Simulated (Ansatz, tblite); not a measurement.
Cost and result up the ladder for FeCl3 (4 atoms). The state is a sextet with charge 0. Geometry: r2SCAN-D4/def2-SVP.

Cartesian coordinates in Å:
```
Fe 0.001 0.004 -0.008
Cl -1.668 1.237 0.532
Cl 1.996 0.642 0.449
Cl -0.329 -1.883 -0.973
```

Ansatz on 4 threads of Arm Neoverse V1 on a shared host; xTB runs through tblite on one thread. Times are rough, summed over both states, and most runs start from the orbitals of an earlier one. No level here is sound enough to serve as a yardstick. The other state is a quartet at its own geometry.

The xTB rows come from tblite. Correlated methods freeze 20 core orbitals; core or outer-core shells of Fe are correlated, in sets that lack core-valence functions.

Run but left out: HF/STO-3G, HF/def2-TZVP, PBE0-D4/def2-TZVP, LC-ωPBE/def2-TZVP, PBE-QIDH/def2-TZVP, MP2/def2-TZVP, CCSD/def2-TZVP, CCSD(T)/def2-TZVP (quartet: ⟨S²⟩ 4.07 to 4.73, where a pure state has 3.75).

Correlated methods converge slowly with the basis.

xTB has no spin-polarisation term.

```tsv
level	functions	wall time	quartet − sextet (eV)	remarks
GFN1-xTB	36	0.011 s	-1.14	–
GFN2-xTB	36	0.011 s	-1.34	–
PBE-D4/def2-TZVP	156	7.2 s	0.52	spin-contaminated (⟨S²⟩ 3.92) (quartet)
BLYP-D4/def2-TZVP	156	7.2 s	0.42	–
RPA@PBE/def2-TZVP	156	9 s	0.83	spin-contaminated (⟨S²⟩ 3.92) (quartet)
r2SCANh-D4/def2-TZVP	156	23 s	0.94	spin-contaminated (⟨S²⟩ 4.05) (quartet)
r2SCAN-D4/def2-TZVP (with forces)	156	25 s	0.81	spin-contaminated (⟨S²⟩ 3.99) (quartet)
B97M-V/def2-TZVP	156	45 s	0.75	–
```
